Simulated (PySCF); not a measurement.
PySCF 2.14 output of an unrestricted TPSS calculation on a single atom or ion in 6-31G*, with no relativity, point nucleus:

```
SCF conv_tol = 1e-09
number electrons alpha = 15  beta = 15
    J. Tao, J. P. Perdew, V. N. Staroverov, and G. E. Scuseria.,  Phys. Rev. Lett. 91, 146401 (2003)
    J. P. Perdew, J. Tao, V. N. Staroverov, and G. E. Scuseria.,  J. Chem. Phys. 120, 6898 (2004)
    J. Tao, J. P. Perdew, V. N. Staroverov, and G. E. Scuseria.,  Phys. Rev. Lett. 91, 146401 (2003)
    J. P. Perdew, J. Tao, V. N. Staroverov, and G. E. Scuseria.,  J. Chem. Phys. 120, 6898 (2004)
cycle= 1 E= -1924.28738658649  delta_E= -0.00323  |g|= 0.24  |ddm|= 0.261
cycle= 2 E= -1924.27775177667  delta_E= 0.00963  |g|= 0.337  |ddm|= 0.191
cycle= 3 E= -1924.2971555884  delta_E= -0.0194  |g|= 0.00091  |ddm|= 0.106
cycle= 4 E= -1924.29715588197  delta_E= -2.94e-07  |g|= 0.000251  |ddm|= 0.00167
cycle= 5 E= -1924.29715589361  delta_E= -1.16e-08  |g|= 5.35e-07  |ddm|= 0.000124
cycle= 6 E= -1924.29715589361  delta_E=    0  |g|= 2.02e-09  |ddm|= 2.54e-07
converged SCF energy = -1924.29715589361  <S^2> = -5.3290705e-15  2S+1 = 1
```

The run itself started from symmetry-adapted Hartree-Fock orbitals and held the occupation by maximum overlap, on a logarithmic radial grid, so the iterations belong to that start.

Task: Which element, charge and spin multiplicity is this?

Result: Ga⁺ (gallium, charge +1), multiplicity 1; the state was [Ar] 3d10 4s2, closed-shell 1S.
